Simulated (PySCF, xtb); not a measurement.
F₂H₂OSeSi, SMILES O[Si](F)(F)[SeH].

xtb with GFN2-xTB at its own geometry gives an orbital gap of 4.74 eV and a dipole moment of 3.04 D.

Coordinates come from a PBE0-D3(BJ)/def2-SVP optimisation. This is a generated structure with no PubChem entry under its InChIKey; it may be hypothetical. One conformer was computed; it need not be the lowest.

What does B3LYP/def2-TZVP (PySCF) give? (Estimate from the structure and the level; the computed values follow.)

gap 6.98 eV (levels -7.55 and -0.57 eV), dipole 2.65 D.
